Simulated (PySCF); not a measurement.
# Computed records: AlBGeH4O, BGeH5Si, CH4ClGeO, GeH9NSi2 and others

Calculation on a computer-drawn molecule: optimised geometry and harmonic frequencies of an isolated molecule of the commonest isotopes, restricted reference for singlets and unrestricted otherwise, frozen core in MP2; on germanium a core potential holds 10 electrons, which the energies leave out, and 3d is frozen in MP2 and coupled-cluster steps. Program: PySCF 2.14.0.

Common to all runs: method HF; basis and core potential on germanium cc-pVDZ-PP ECP10MDF.

(1) AlBGeH4O

Start structure:
```xyz
8
AlBGeH4O
O     -0.7355    -2.1206    -2.6593
B      0.4911    -1.6994    -2.1134
Ge     0.3427    -1.7864     0.0635
Al    -1.9546    -2.3971    -1.0942
H     -0.8396    -2.1073    -3.5943
H      1.2959    -1.3447    -2.8432
H      1.4595    -0.5990     0.2198
H     -1.0681    -0.7193    -0.3920
```

```
charge                                        : 0
multiplicity                                  : 1
basis                                         : cc-pV(D+d)Z
rotational constants                          : 5.915, 1.777, 1.452 GHz
total energy                                  : -637.1876 hartree
convergence status largest gradient component : 7.7e-06 hartree/bohr
```

Drawn bonds:
```tsv
atom	other atom	order
1	2	1
2	3	1
3	4	1
1	5	1
2	6	1
3	7	1
3	8	1
```

Optimised structure:
```xyz
8
AlBGeH4O
O     -0.6044    -1.5322    -3.3914
B      0.3185    -1.7082    -2.4199
Ge    -0.2293    -1.3523    -0.4349
Al    -1.5801    -3.2364     0.8043
H     -0.2882    -1.7343    -4.2599
H      1.4159    -2.1190    -2.7146
H      1.0476    -1.0270     0.3803
H     -1.0886    -0.0644    -0.3771
```

Modes:
```tsv
frequency (cm⁻¹)	reduced mass (dalton)
33.66	7.374
95.51	2.905
228.6	2.405
273.8	6.17
290.2	1.753
483.1	1.643
542.4	1.362
666.2	1.113
680.3	1.337
917.8	1.223
957.2	1.162
1066	1.029
1265	1.762
1378	3.632
2118	1.023
2126	1.017
2636	1.093
4143	1.066
```

(2) BGeH5Si

Start structure:
```xyz
8
BGeH5Si
B     -0.4010     0.7808     1.1647
Si     0.3761     2.3983     0.3926
Ge    -0.7225     2.4665    -1.7969
H     -1.3311     0.8650     1.8394
H      0.0415    -0.2738     0.8359
H      0.1492     3.7644     1.0186
H      1.8247     2.4280     0.0855
H     -2.1929     2.3784    -1.0698
```

```
charge                                        : 0
multiplicity                                  : 1
basis                                         : cc-pV(D+d)Z
rotational constants                          : 12.67, 2.203, 1.964 GHz
total energy                                  : -609.8397 hartree
convergence status largest gradient component : 2.74e-05 hartree/bohr
```

Drawn bonds:
```tsv
atom	other atom	order
1	2	1
2	3	1
1	4	1
1	5	1
2	6	1
2	7	1
3	8	1
```

Optimised structure:
```xyz
8
BGeH5Si
B     -0.3615     0.7749     1.2212
Si     0.3885     2.4146     0.3067
Ge    -0.8000     2.7480    -1.8653
H     -1.3003     0.8602     1.9633
H      0.0550    -0.3235     0.9706
H      0.1063     3.6717     1.0578
H      1.8543     2.3475     0.0714
H     -2.1984     2.3140    -1.2557
```

Modes:
```tsv
frequency (cm⁻¹)	reduced mass (dalton)
102.5	2.25
112.3	1.29
187.9	1.076
300.3	6.706
401.4	1.119
506.7	1.042
592.9	1.261
663.1	2.735
775.9	1.159
825.1	1.193
959.2	1.32
1023	1.075
1258	1.147
1993	1.021
2253	1.041
2282	1.039
2670	1.053
2751	1.125
```

(3) CH4ClGeO

Start structure:
```xyz
8
CH4ClGeO
O      0.8398    -1.6366     1.3771
C      0.7423    -0.9552     0.2484
Ge    -0.9010    -0.6500    -0.6749
Cl    -2.3232    -0.9334     0.8429
H     -0.0312    -1.7294     1.6495
H      1.6718    -0.7769    -0.1887
H     -1.3138    -1.6578    -1.7930
H     -1.0950     0.7445    -1.1933
```

```
charge                                        : 0
multiplicity                                  : 2
basis                                         : cc-pV(D+d)Z
rotational constants                          : 4.446, 2.797, 1.775 GHz
total energy                                  : -867.9366 hartree
spin squared                                  : 0.763
convergence status largest gradient component : 2.601e-05 hartree/bohr
```

Drawn bonds:
```tsv
atom	other atom	order
1	2	1
2	3	1
3	4	1
1	5	1
2	6	1
3	7	1
3	8	1
```

Optimised structure:
```xyz
8
CH4ClGeO
O      0.8430    -1.7334     1.3054
C      0.7383    -0.8983     0.2474
Ge    -0.9275    -0.6424    -0.6922
Cl    -2.4433    -0.8750     0.8723
H      0.0057    -1.8213     1.7418
H      1.6993    -0.6869    -0.2080
H     -1.2735    -1.7008    -1.7359
H     -1.0523     0.7633    -1.2628
```

Modes:
```tsv
frequency (cm⁻¹)	reduced mass (dalton)
79.35	3.646
149.5	4.702
294.3	1.846
381.5	2.993
413.2	20.48
538.6	1.121
559.3	1.217
638.2	1.867
692.7	1.381
836.7	1.077
956.1	1.023
1263	1.343
1357	2.858
1524	1.331
2246	1.023
2277	1.018
3325	1.087
4108	1.067
```

(4) GeH9NSi2

Start structure:
```xyz
13
GeH9NSi2
Si    -1.3360     0.0373    -0.4940
N     -0.3848     1.4937    -0.4718
Ge     1.4129     1.7438    -0.8338
Si     2.6080     0.0687     0.3548
H     -1.5004    -0.4522    -1.8118
H     -2.5927     0.3159     0.1675
H     -0.4860    -0.9409     0.3106
H     -0.8558     2.2704    -0.5552
H      1.5668     1.6375    -2.3077
H      1.7066     3.1037    -0.5253
H      2.6102    -1.2312    -0.3413
H      4.0243     0.4568     0.3577
H      2.0963    -0.1021     1.7487
```

```
charge                                        : 0
multiplicity                                  : 1
basis                                         : cc-pV(D+d)Z
rotational constants                          : 3.448, 1.523, 1.104 GHz
total energy                                  : -930.9637 hartree
convergence status largest gradient component : 3.293e-06 hartree/bohr
```

Drawn bonds:
```tsv
atom	other atom	order
1	2	1
2	3	1
3	4	1
1	5	1
1	6	1
1	7	1
2	8	1
3	9	1
3	10	1
4	11	1
4	12	1
4	13	1
```

Optimised structure:
```xyz
13
GeH9NSi2
Si    -1.3448     0.0341    -0.4647
N     -0.4179     1.4723    -0.6648
Ge     1.4110     1.7402    -0.8148
Si     2.6637     0.0509     0.3558
H     -1.8265    -0.5599    -1.7381
H     -2.5403     0.3038     0.3694
H     -0.4886    -0.9721     0.2051
H     -0.9476     2.2894    -0.9191
H      1.8257     1.7770    -2.2969
H      1.7005     3.1279    -0.2234
H      2.5329    -1.2674    -0.3045
H      4.0895     0.4582     0.3328
H      2.2117    -0.0529     1.7616
```

Modes:
```tsv
frequency (cm⁻¹)	reduced mass (dalton)
34.73	2.204
61.06	1.182
106.5	4.211
143.6	1.067
212.1	3.769
353.4	1.183
360.5	5.4
391.2	1.125
536.2	2.473
564.2	1.303
618.6	1.193
738.2	1.085
763.4	1.173
780.3	1.244
840.7	1.398
938.6	1.449
971.3	1.337
997.3	1.18
1016	1.09
1023	1.035
1027	1.036
1058	1.05
1079	1.079
1298	1.291
2177	1.023
2204	1.017
2274	1.049
2298	1.048
2305	1.04
2312	1.023
2319	1.046
2320	1.034
3763	1.074
```

(5) BGeH4N2

Start structure:
```xyz
8
BGeH4N2
N      0.0325    -3.8034     0.1783
B      0.3668    -2.7026     0.5438
Ge     0.5866    -0.8331     1.2432
N      1.4087     0.0202    -0.1912
H     -0.1155    -4.7030    -0.1714
H      1.8158    -0.7988     2.1628
H      1.7925     0.9453    -0.0352
H      0.7592     0.1058    -1.0234
```

```
charge                                        : 0
multiplicity                                  : 2
basis                                         : cc-pVDZ
rotational constants                          : 12.6, 2.528, 2.14 GHz
total energy                                  : -429.2870 hartree
spin squared                                  : 0.7594
convergence status largest gradient component : 2.196e-05 hartree/bohr
```

Drawn bonds:
```tsv
atom	other atom	order
1	2	2
2	3	1
3	4	1
1	5	1
3	6	1
4	7	1
4	8	1
```

Optimised structure:
```xyz
8
BGeH4N2
N      0.0265    -3.8858     0.1699
B      0.3468    -2.7556     0.5321
Ge     0.7393    -0.8429     1.1701
N      1.4170     0.1230    -0.2450
H     -0.2080    -4.7969    -0.1232
H      1.8006    -0.8297     2.2804
H      1.6970     1.0619    -0.0182
H      0.8274     0.1563    -1.0590
```

Modes:
```tsv
frequency (cm⁻¹)	reduced mass (dalton)
121.9	3.398
208	1.21
280.5	2.728
366.3	5.012
432.3	9.326
527.6	1.235
567	1.238
591.4	1.232
632.3	1.554
707.1	2.17
743.2	1.191
969	1.149
1698	1.097
2064	7.447
2185	1.026
3736	1.051
3829	1.095
4083	1.102
```

(6) ClGeH4N2

Start structure:
```xyz
8
ClGeH4N2
N      0.8121     0.7772    -0.7484
Ge     0.5074    -0.8746    -0.8188
N      1.8064    -1.8855    -1.4300
Cl    -1.1794    -1.7742    -0.1813
H      1.7295     1.2948    -1.0160
H      0.1310     1.4114    -0.4117
H      2.7188    -1.5223    -1.8013
H      1.7624    -2.9417    -1.5529
```

```
charge       : 1
multiplicity : 1
basis        : cc-pV(D+d)Z
```

Drawn bonds:
```tsv
atom	other atom	order
1	2	1
2	3	1
2	4	1
1	5	1
1	6	1
3	7	1
3	8	1
```

(7) CH6GeN

Start structure:
```xyz
9
CH6GeN
C     -0.6112    -4.1434     0.1940
Ge    -1.9433    -2.9912    -0.7672
N     -1.8339    -1.5007     0.4576
H      0.3031    -3.5759     0.3684
H     -0.3671    -5.0333    -0.4430
H     -0.9903    -4.4933     1.1795
H     -1.1312    -2.3447    -1.9485
H     -2.0990    -1.5728     1.3853
H     -2.2295    -0.6094     0.0472
```

```
charge       : 0
multiplicity : 2
basis        : cc-pVDZ
```

Drawn bonds:
```tsv
atom	other atom	order
1	2	1
2	3	1
1	4	1
1	5	1
1	6	1
2	7	1
3	8	1
3	9	1
```

(8) AlCl2GeH

Start structure:
```xyz
5
AlCl2GeH
Al    -2.1014    -0.3533     1.5662
Ge    -0.0538    -1.2033     0.4723
Cl     0.6213    -3.0553     1.4166
Cl    -0.3839    -1.6272    -1.7166
H      1.2026    -0.3554     0.4445
```

```
charge       : 0
multiplicity : 1
basis        : cc-pV(D+d)Z
```

Drawn bonds:
```tsv
atom	other atom	order
1	2	1
2	3	1
2	4	1
2	5	1
```

## Withheld values
1. ClGeH4N2 (entry 6): total energy?
2. Estimate the rotational constants of ClGeH4N2 (entry 6).
3. Estimate the rotational constants of CH6GeN (entry 7).
4. Estimate the total energy of CH6GeN (entry 7).
5. CH6GeN (entry 7): spin squared?
6. Give the table of modes values for CH6GeN (entry 7).
7. Give the missing total energy for AlCl2GeH (entry 8).
8. AlCl2GeH (entry 8): rotational constants?

Calculated values
1. -863.9315 hartree
2. 6.213, 3.16, 2.095 GHz
3. 13.98, 5.965, 4.454 GHz
4. -389.1712 hartree
5. 0.7566
6. 
Modes:
```tsv
frequency (cm⁻¹)	reduced mass (dalton)
125.8	1.065
174.3	1.552
235.1	1.567
572.5	1.072
597.1	2.956
612.8	1.548
679.7	1.956
719.5	1.364
847.8	1.238
906.7	1.204
961.5	1.167
1360	1.22
1552	1.054
1556	1.054
1700	1.096
2134	1.021
3176	1.032
3269	1.104
3275	1.104
3730	1.051
3819	1.094
```
7. -1454.9652 hartree
8. 1.924, 1.899, 1.157 GHz

Further results for ClGeH4N2 (entry 6):

```
convergence status largest gradient component : 1.491e-05 hartree/bohr
```

Optimised structure:
```xyz
8
ClGeH4N2
N      0.8084     0.8270    -0.7310
Ge     0.6208    -0.8851    -0.8455
N      1.8437    -1.9320    -1.4683
Cl    -1.1508    -1.7208    -0.2073
H      1.6381     1.3140    -1.0195
H      0.0821     1.4160    -0.3634
H      2.7350    -1.6078    -1.7992
H      1.7107    -2.9262    -1.5261
```

Modes:
```tsv
frequency (cm⁻¹)	reduced mass (dalton)
188.3	5.508
197.8	21.24
225.2	3.043
306.7	1.231
345.3	1.017
373.4	1.101
461.3	1.012
515	26.75
850.2	5.199
862.3	1.261
919.1	4.74
952.5	1.292
1650	1.116
1669	1.105
3747	1.048
3754	1.049
3869	1.102
3871	1.104
```

Further results for CH6GeN (entry 7):

```
convergence status largest gradient component : 2.738e-05 hartree/bohr
```

Optimised structure:
```xyz
9
CH6GeN
C     -0.5672    -4.1801     0.1960
Ge    -1.7698    -2.8736    -0.6549
N     -1.8355    -1.3842     0.4406
H      0.4049    -3.7146     0.3748
H     -0.4332    -5.0485    -0.4514
H     -0.9773    -4.5173     1.1498
H     -1.1894    -2.3868    -2.0022
H     -2.1959    -1.5571     1.3641
H     -2.3390    -0.6025     0.0564
```

Further results for AlCl2GeH (entry 8):

```
convergence status largest gradient component : 2.929e-06 hartree/bohr
```

Optimised structure:
```xyz
5
AlCl2GeH
Al    -2.2949    -0.5009     1.5371
Ge     0.0719    -1.0755     0.4786
Cl     0.5365    -3.0169     1.4435
Cl    -0.4751    -1.5851    -1.6085
H      1.4464    -0.4161     0.3323
```

Modes:
```tsv
frequency (cm⁻¹)	reduced mass (dalton)
25.51	32.65
63.88	22.13
146	35.17
270.5	20.07
386.9	42.83
390.9	41.01
701.4	1.065
758.5	1.029
2210	1.022
```
